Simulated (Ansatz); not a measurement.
The same atomization along the group B, Ga, In.

Computed with Ansatz on PBE0-D4/def2-TZVP structures; ΔE is electronic, products minus reactants. CBS: MP2 limit from def2 TZ/QZ plus the TZ coupled-cluster correction, frozen cores. This one scheme is used for every species, atoms too. No spin–orbit coupling; open shells (•) take unrestricted orbitals. Spin–orbit coupling would lower the free atoms: a little for B, C, O; clearly for Ga; strongly for In. def2 core potentials past Kr. Bonds to Ga, In are less sure, by a few kJ/mol each and by 10 to 20 or more in all where they break to atoms, as the def2 sets lack core-valence functions. Scalar relativity is left out up to krypton.

| reaction | MP2/CBS(def2) (eV) | HF/CBS(def2) (eV) |
| --- | --- | --- |
| `BC=O` → B• + C• + 3 H• + O• | 24.00 | 16.96 |
| `O=[CH][GaH2]` → Ga• + C• + 3 H• + O• | 20.09 | 13.40 |
| `O=[CH][InH2]` → In• + C• + 3 H• + O• | 18.82 | 12.36 |

Task: Give the CCSD(T)/CBS values in the same order. (Best estimate.)

Result: Computed: 23.41, 19.70, 18.62 eV.

Largest T1 diagnostic: 0.021, for `BC=O`.

For atomizations the MP2-based limit and the directly extrapolated one differ by several kJ/mol either way, and by 10 to 25 for some Ge, Se and Sn compounds, so smaller differences from it don't rank the levels.
